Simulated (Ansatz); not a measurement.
**Abstraction of H: SnH3(SeH) + InH(NH2) → SnH2(SeH) + InH2(NH2)**

Species: SnH3(SeH), singlet; InH(NH2), doublet; SnH2(SeH), doublet; InH2(NH2), singlet. A radical takes H: the energy is the difference in strength between the Sn–H bond broken and the In–H bond made.

Shapes, held fixed at every level: PBE0-D4/def2-TZVP. Flexible molecules stand in one conformer, not always the lowest. Programs: Ansatz 0.2.0. The zero-point and thermal change to 298 K, harmonic and unscaled (PBE0-D4/def2-TZVP), is -1.0 kJ/mol.

| level | kind | ΔH(298 K) (kJ/mol) | less CCSD(T)/def2-TZVPP |
| --- | --- | --- | --- |
| MP2/def2-TZVPP | perturbation theory | +4.8 | +1.3 |
| HF/def2-TZVPP | Hartree–Fock | +8.8 | +5.3 |
| PBE0-D4/def2-TZVPP | global hybrid | +0.3 | -3.2 |
| wB97M-V/def2-TZVPP | range-separated hybrid | -2.8 | -6.3 |
| wB97X-V/def2-TZVPP | range-separated hybrid | -0.3 | -3.8 |
| CCSD/def2-SVP | coupled cluster or CI | +4.1 | +0.6 |
| CCSD/def2-TZVPP | coupled cluster or CI | +3.9 | +0.4 |
| CCSD(T)/def2-TZVPP | coupled cluster or CI | +3.5 | 0.0 |

The highest level, CCSD(T)/def2-TZVPP, gives ΔH(298 K) = +3.5 kJ/mol; the levels span -2.8 to +8.8. That is about zero within the method's error. They disagree on the sign: 6 of 8 are positive. The column of differences is taken from that level and isn't an error. No measured value is set beside it here. Open shells run unrestricted. For atoms past krypton def2 sets carry core potentials with scalar relativity. Relativity is left out for Se. Outer-core shells of In, Se, Sn are correlated in most correlated rows, in sets that cover them unevenly.
